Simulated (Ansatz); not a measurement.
Ansatz (a program for electronic structure) input (MP2/def2-TZVP):

Ansatz 0.2 input:
```yaml
crystal:
  periodic: [false, false, false]
  atoms:
    - {symbol: S, position_ang: [1.56923687, -0.30498979, 0.11767735]}
    - {symbol: C, position_ang: [0.09578570, -0.03208337, 0.02546648]}
    - {symbol: S, position_ang: [-1.48646509, 0.34133103, -0.18265028]}
    - {symbol: H, position_ang: [-1.89906265, -0.38895954, 0.88676794]}
basis:
  gaussian:
    orbitals: def2-TZVP
total_charge: 1
magnetization: {spin_polarized: false}
correlation: {method: mp2, electrons: outside_noble_gas}
relax: {f_tol: 0.003, max_steps: 100}
```

Output:

```
Functional definition: HF
these checks for a lower state are left out or cut short: cluster_reference
integrals: 0.07 GiB planned
767 factors; integrals over basis functions are off by at most 2.6e-4 eV
mean field: 0.25 GiB planned
mean field evaluation 1: about -22671.7839 eV, gradient 1.8e1 eV
mean field evaluation 2: about -22672.1512 eV, gradient 1.8e1 eV
mean field evaluation 4: about -22673.2381 eV, gradient 4.2e0 eV
mean field evaluation 8: about -22673.3043 eV, gradient 1.9e-1 eV
mean field -22673.30503869 eV, -833.2285916539 hartree, gradient 2.9e-6 eV, S^2 0.000000; 0 other end points of the search recorded, 0 dependent functions left out; unrestricted orbitals would lower it
11 core orbitals not correlated
reference -22673.30503869 eV, -833.2285916539 hartree; 8, 8 occupied and 92, 92 virtual orbitals, 767 factors
densities: 0.20 GiB planned
second order -12.98544025 eV of doubles, -0.00000000 eV of singles
the calculation of the forces begins
mean field evaluation 16: about -22672.9322 eV, gradient 1.8e0 eV
relax step   1: F+E_penalty+E_count = -22686.29047895 eV  Δ(F+E_penalty+E_count) = +0.000e0 eV  max|allowed force component| = 7.199e-1 eV/Å  Δτ_max = 0.0000 Å  (57 SCF iters, accepted)
these checks for a lower state are left out or cut short: starts, cluster_reference, orbital_swaps, neighbouring_geometries, increment
integrals: 0.07 GiB planned
767 factors; integrals over basis functions are off by at most 2.5e-4 eV
mean field: 0.25 GiB planned
mean field -22673.29209050 eV, -833.2281158165 hartree, gradient 8.1e-6 eV, S^2 0.000000; 0 other end points of the search recorded, 0 dependent functions left out; unrestricted orbitals would lower it
11 core orbitals not correlated
reference -22673.29209050 eV, -833.2281158165 hartree; 8, 8 occupied and 92, 92 virtual orbitals, 767 factors
densities: 0.20 GiB planned
second order -13.00314066 eV of doubles, -0.00000000 eV of singles
the calculation of the forces begins
relax step   2: F+E_penalty+E_count = -22686.29523116 eV  Δ(F+E_penalty+E_count) = -4.752e-3 eV  max|allowed force component| = 3.213e-1 eV/Å  Δτ_max = 0.0094 Å  (62 SCF iters, accepted)
these checks for a lower state are left out or cut short: starts, cluster_reference, orbital_swaps, neighbouring_geometries, increment
integrals: 0.07 GiB planned
767 factors; integrals over basis functions are off by at most 2.5e-4 eV
mean field: 0.25 GiB planned
mean field evaluation 32: about -22673.2705 eV, gradient 1.7e0 eV
mean field -22673.27907783 eV, -833.2276376098 hartree, gradient 8.3e-6 eV, S^2 0.000000; 0 other end points of the search recorded, 0 dependent functions left out; unrestricted orbitals would lower it
11 core orbitals not correlated
reference -22673.27907783 eV, -833.2276376098 hartree; 8, 8 occupied and 92, 92 virtual orbitals, 767 factors
densities: 0.20 GiB planned
second order -13.01732933 eV of doubles, -0.00000000 eV of singles
the calculation of the forces begins
relax step   3: F+E_penalty+E_count = -22686.29640716 eV  Δ(F+E_penalty+E_count) = -1.176e-3 eV  max|allowed force component| = 7.431e-3 eV/Å  Δτ_max = 0.0051 Å  (60 SCF iters, accepted)
these checks for a lower state are left out or cut short: starts, cluster_reference, orbital_swaps, neighbouring_geometries, increment
integrals: 0.07 GiB planned
767 factors; integrals over basis functions are off by at most 2.5e-4 eV
mean field: 0.25 GiB planned
mean field -22673.27920554 eV, -833.2276423030 hartree, gradient 8.3e-6 eV, S^2 0.000000; 0 other end points of the search recorded, 0 dependent functions left out; unrestricted orbitals would lower it
11 core orbitals not correlated
reference -22673.27920554 eV, -833.2276423030 hartree; 8, 8 occupied and 92, 92 virtual orbitals, 767 factors
densities: 0.20 GiB planned
second order -13.01720841 eV of doubles, -0.00000000 eV of singles
the calculation of the forces begins
relax step   4: F+E_penalty+E_count = -22686.29641395 eV  Δ(F+E_penalty+E_count) = -6.785e-6 eV  max|allowed force component| = 8.390e-3 eV/Å  Δτ_max = 0.0008 Å  (61 SCF iters, accepted)
these checks for a lower state are left out or cut short: starts, cluster_reference, orbital_swaps, neighbouring_geometries, increment
integrals: 0.07 GiB planned
767 factors; integrals over basis functions are off by at most 2.5e-4 eV
mean field: 0.25 GiB planned
mean field -22673.27889901 eV, -833.2276310384 hartree, gradient 8.3e-6 eV, S^2 0.000000; 0 other end points of the search recorded, 0 dependent functions left out; unrestricted orbitals would lower it
11 core orbitals not correlated
reference -22673.27889901 eV, -833.2276310384 hartree; 8, 8 occupied and 92, 92 virtual orbitals, 767 factors
densities: 0.20 GiB planned
second order -13.01751849 eV of doubles, -0.00000000 eV of singles
the calculation of the forces begins
mean field evaluation 64: about -22672.9088 eV, gradient 1.8e0 eV
relax step   5: F+E_penalty+E_count = -22686.29641750 eV  Δ(F+E_penalty+E_count) = -3.555e-6 eV  max|allowed force component| = 1.791e-3 eV/Å  Δτ_max = 0.0009 Å  (61 SCF iters, accepted)
these checks for a lower state are left out or cut short: cluster_reference
integrals: 0.07 GiB planned
767 factors; integrals over basis functions are off by at most 2.5e-4 eV
mean field: 0.25 GiB planned
mean field -22673.27889901 eV, -833.2276310384 hartree, gradient 8.3e-6 eV, S^2 0.000000; 1 other end points of the search recorded, 0 dependent functions left out; unrestricted orbitals would lower it
11 core orbitals not correlated
reference -22673.27889901 eV, -833.2276310384 hartree; 8, 8 occupied and 92, 92 virtual orbitals, 767 factors
densities: 0.20 GiB planned
second order -13.01751849 eV of doubles, -0.00000000 eV of singles
the calculation of the forces begins
Total energy: -22686.29641750 eV, -833.7060160192 hartree
Atom 0 at     1.572800    -0.309248     0.122786 Å, force    -0.001791     0.000531    -0.000382 eV/Å
Atom 1 at     0.089058    -0.030751     0.024928 Å, force     0.000553    -0.000943     0.001176 eV/Å
Atom 2 at    -1.498051     0.344858    -0.185250 Å, force     0.000191     0.000573    -0.000814 eV/Å
Atom 3 at    -1.884312    -0.389560     0.884797 Å, force     0.001048    -0.000161     0.000020 eV/Å
Dipole moment:    -0.053487    -0.122224     0.176041 e Å
Checks for a lower state left out: cluster_reference
```

It need not be the lowest isomer of its formula.
